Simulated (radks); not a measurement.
The numbers below are computed, except where a source is named.
Question: The mean radii <r> (bohr) of the occupied orbitals of an atom or ion are listed with their occupations. Code: a radial shooting solver on a logarithmic mesh with Libxc functionals. Model: Dirac Kohn-Sham, PBE, spin-unpolarised, spherical densities, point nucleus.

orbital  occ.      <r>
1s1/2       2  0.01680
2s1/2       1  0.06770
2p1/2       1  0.05526
3d3/2       1   0.1334

Name the element and its charge. Open shells, if any, fill j = l - 1/2 first.

Answer: Z = 79, gold, charge +74: Au74+ in [He] 2s1 2p1 3d1. The 1s radius gives Z: for a bare nucleus <r> = (2 gamma + 1)/(2Z) with gamma = sqrt(1 - (Z/c)^2), 0.01667 bohr for Z = 79, and screening makes it slightly larger (0.01680 here). The occupations add up to 5, and the charge is Z minus that.
